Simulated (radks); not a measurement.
Results of a calculation; reference values are marked as such.
Task: The tin anion Sn4-, [Xe], held by a Watson sphere: a shell of charge +4 at radius R that stands for the Madelung well of a crystal (potential energy -4/R inside, -4/r outside, in hartree with lengths in bohr). Level of theory: scalar-relativistic Kohn-Sham, PBE, spin-polarised, spherical densities, finite nucleus; Fermi nuclear charge, rms radius of each element as measured or else 0.836 A^(1/3) + 0.57 fm (a radial shooting solver on a logarithmic mesh with Libxc functionals). Response by self-consistent Sternheimer equations with the Hartree and adiabatic LDA kernel, the relativistic mass of each level held fixed and spin-orbit coupling left out. The sphere does not respond.

R (bohr)  e(4d) (eV)  e(5s) (eV)  e(5p) (eV)  <r> 5p (bohr)  sum of <r^2> (bohr^2)  X-ray form factor at sin(theta)/lambda = 0.1 1/angstrom  alpha (bohr^3)
3.9          -23.682     -10.320      -4.903          3.612                  129.8                                                   47.307           136.5
4.11         -23.542      -9.953      -4.639          3.730                  136.2                                                   47.158           157.6
5.12         -23.195      -8.754      -3.630          4.314                  170.7                                                   46.588           304.6
5.13         -23.194      -8.746      -3.622          4.320                  171.0                                                   46.583           306.5
5.48         -23.148      -8.505      -3.362          4.526                  184.4                                                   46.443           378.6

Estimate the row for R = 4.17 bohr.

Result: e(4d) (eV) -23.508; e(5s) (eV) -9.856; e(5p) (eV) -4.568; <r> 5p (bohr) 3.764; sum of <r^2> (bohr^2) 138.1; X-ray form factor at sin(theta)/lambda = 0.1 1/angstrom 47.118; alpha (bohr^3) 164.1.
